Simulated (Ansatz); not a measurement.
Input for Ansatz (development build ahead of 0.2.0):

```yaml
crystal:
  periodic: [false, false, false]
  atoms:
    - { symbol: Ge, position_ang: [0.0, 0.0, 0.0] }
    - { symbol: H, position_ang: [0.81649, 0.81649, 0.81649] }
    - { symbol: H, position_ang: [0.81649, -0.81649, -0.81649] }
    - { symbol: H, position_ang: [-0.81649, 0.81649, -0.81649] }
    - { symbol: H, position_ang: [-0.81649, -0.81649, 0.81649] }
basis:
  gaussian: { orbitals: def2-TZVP }
hamiltonian:
  xc: hf
correlation:
  method: mp2
  frozen_orbitals: { Ge: 9, H: 0 }
```

The input is written out in the form of the current development build from the run's settings.

Results

| Item | Value |
| --- | --- |
| Converged | yes |
| Reference energy | -2077.65438 hartree |
| Correlation energy | -0.26980 hartree |
| Total energy | -2077.92419 hartree |
| Spin squared of the determinant | 0.000 |
